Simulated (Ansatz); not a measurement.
Basis-set extrapolation for C₃H₆BNO (PBE0-D4/def2-TZVP geometry, frozen core, Ansatz 0.2.0). Multiplicity 1, RHF reference.

```
                      def2-TZVPP   def2-QZVPP
                 HF  -271.165914  -271.178343
    MP2 correlation    -1.026936    -1.097756
CCSD(T) correlation    -1.108300      not run
```

Energies in hartree. Use E(X) = E(∞) + A·exp(−7.88·√X) for Hartree–Fock and E(X) = E(∞) + B·X^(−2.97) for correlation, with X = 3 and 4, and add CCSD(T) minus MP2 of the smaller set to the MP2 limit.

Question: What is the CCSD(T) energy at the basis-set limit?

Answer: HF limit: -271.178343 + (-0.012429) × 0.13774 = -271.18005. MP2 limit: -1.097756 + (-0.070820) × 0.74074 = -1.15022. Higher-order term: -1.108300 − (-1.026936) = -0.08136. Total: -272.41163 hartree, 86.2 kcal/mol below CCSD(T)/def2-TZVPP.
